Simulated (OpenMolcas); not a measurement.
# CH2Se (methaneselone): the vertical energy of the triplet above the singlet from total energies

CH2Se: 4 atoms, total charge 0, spin state singlet. SMILES: `C=[Se]`. The coordinates come from a PBE0-D4/def2-TZVP relaxation.

Both states at this one shape; open shells run unrestricted unless said. 1 Eh = 27.2114 eV.

| level | program | singlet CH2Se (Eh) | triplet CH2Se (Eh) |
| --- | --- | --- | --- |
| M06-L/def2-TZVPP | OpenMolcas | -2440.751253 | -2440.699196 |
| r2SCAN/def2-TZVPP | OpenMolcas | -2440.794630 | -2440.747456 |
| PBE0/def2-TZVPP | OpenMolcas | -2440.497487 | -2440.448289 |

Question: Work out the vertical gap, second state less first, at each level.

Answer: 
1. M06-L/def2-TZVPP: -2440.699196 − (-2440.751253) = 0.052057 Eh = 1.42 eV.
2. r2SCAN/def2-TZVPP: -2440.747456 − (-2440.794630) = 0.047174 Eh = 1.28 eV.
3. PBE0/def2-TZVPP: -2440.448289 − (-2440.497487) = 0.049198 Eh = 1.34 eV.

No measured value is set beside it here; the levels span 1.28 to 1.42 eV. All-electron rows are non-relativistic unless named.
